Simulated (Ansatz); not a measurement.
Stepwise reaction of `[NH2][Zr]([NH2])([F])[F]` with water, as a gas-phase model of exchange steps in deposition or etching. ΔE in kJ/mol; ΔG adds harmonic PBE0-D4 terms to CCSD(T)/CBS, at 1 bar.

Calculated with Ansatz (gas phase, PBE0-D4/def2-TZVP geometries, no zero-point term in ΔE). CBS: MP2 limit from def2 TZ/QZ plus the TZ coupled-cluster correction, frozen cores. This one scheme is used for every species. Functionals use def2-TZVPP. B3LYP here is the variant with VWN-RPA as its local correlation; programs differ in this. def2 core potentials past Kr. For Zr outer-core shells are correlated without core-valence functions, which leaves a few kJ/mol of doubt a bond. One conformer a species, not always the lowest.

| step | reaction | PBE-D4 | B3LYP-D4 | ωB97M-V | CCSD(T)/CBS | ΔG(400 K) |
| --- | --- | --- | --- | --- | --- | --- |
| 2 | `[NH2][Zr]([OH])([F])[F]` + H₂O → `[OH][Zr]([OH])([F])[F]` + NH₃ | -66.9 | -70.5 | -71.8 | -68.3 | -65.1 |

Problem. Give the row of step 1, `[NH2][Zr]([NH2])([F])[F]` + H₂O → `[NH2][Zr]([OH])([F])[F]` + NH₃. (Estimate.)

Solution. The calculation gave: 
| step | reaction | PBE-D4 | B3LYP-D4 | ωB97M-V | CCSD(T)/CBS | ΔG(400 K) |
| --- | --- | --- | --- | --- | --- | --- |
| 1 | `[NH2][Zr]([NH2])([F])[F]` + H₂O → `[NH2][Zr]([OH])([F])[F]` + NH₃ | -67.7 | -71.5 | -72.8 | -68.9 | -67.9 |

Problem. By hand: ΔE of the 2 steps together at CCSD(T)/CBS.

Solution. (-68.9) + (-68.3) = -137.2 kJ/mol, or -68.6 kJ/mol a step.

In ΔE the steps differ by no more than 0.6 kJ/mol. All are downhill at CCSD(T)/CBS. ΔG lies between -67.9 and -65.1 kJ/mol a step. PBE-D4 differs from CCSD(T)/CBS by 1.2 to 1.4 kJ/mol a step. Isolated molecules leave out the surface, adducts and barriers. Largest T1 diagnostic: 0.017.
